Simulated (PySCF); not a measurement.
Gas-phase reaction: PbF2 + F2 = PbF4

Energies from PySCF, thermal terms from the rigid-rotor harmonic-oscillator model, ideal gas at 1 bar. The comparison is the NASA 1993 polynomial table, which mixes measured and estimated data. The levels and the table disagree on Pb(II) against Pb(IV) halides; the missing spin-orbit coupling or old entries may matter. † marks an energy on the PBE0/def2-TZVP geometry and frequencies. MP2 and CCSD(T) freeze the core. All species are closed-shell singlets. Pb: scalar-relativistic def2 core potential, no spin-orbit coupling. For this reaction the table lies outside the span of B3LYP, CCSD(T), M06-2X, MP2, PBE0, r2SCAN, ωB97M-V, ωB97X-V in their largest bases here; which side is off was not settled. MP2 isn't extrapolated to the basis-set limit. CCSD(T) isn't extrapolated to the basis-set limit. The table's entry may be an old estimate for PbF2, PbF4 (not checked at source).

| level | ΔH°(298 K), kJ |
|---|---|
| table | -698.3 |
| CCSD(T)/def2-TZVPP† | -277.1 |
| MP2/def2-TZVPP† | [?] |
| PBE/def2-TZVP† | -274.7 |
| PBE0/def2-SVP† | -256.5 |
| r2SCAN/def2-TZVP† | [?] |
| LDA/def2-TZVP† | [?] |
| ωB97M-V/def2-TZVP† | [?] |

**Question.** Some entries are withheld; supply them.

**Answer.** 
- MP2/def2-TZVPP†, ΔH°(298 K), kJ: -282.9
- r2SCAN/def2-TZVP†, ΔH°(298 K), kJ: -301.0
- LDA/def2-TZVP†, ΔH°(298 K), kJ: -306.1
- ωB97M-V/def2-TZVP†, ΔH°(298 K), kJ: -292.4
